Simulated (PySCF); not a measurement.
Working out the excitation energy of Mg

Mg [Ne] 3s2 (1S) → Mg [Ne] 3d2 (3F). Computed with PySCF 2.14 in x2c-TZVPPall with one added diffuse shell each of s, p, d type (6s5p4d, 41 functions), with the spin-free X2C one-electron Hamiltonian (Gaussian nucleus). Frozen: 1s2. Energies in hartree (1 hartree = 27.21139 eV):

```tsv
part	Mg (lower)	Mg (upper)
UHF	-199.912941	-199.430996
MP2 opposite-spin	-0.140121	-0.113769
MP2 same-spin	-0.047493	-0.043950
```

Problem. What does Hartree-Fock give?

Solution. (-199.430996) − (-199.912941) = 0.481945 hartree = 13.114 eV.

Problem. What do MP2 and SCS-MP2 (6/5 opposite-spin, 1/3 same-spin) give?

Solution. The opposite-spin parts differ by 0.717 eV and the same-spin parts by 0.096 eV. MP2: 13.114 + (0.717) + (0.096) = 13.927 eV. SCS-MP2: 13.114 + 1.2 × (0.717) + (0.096)/3 = 14.006 eV.

The upper state lies above the first ionisation limit, where it may autoionise and the basis confines it.
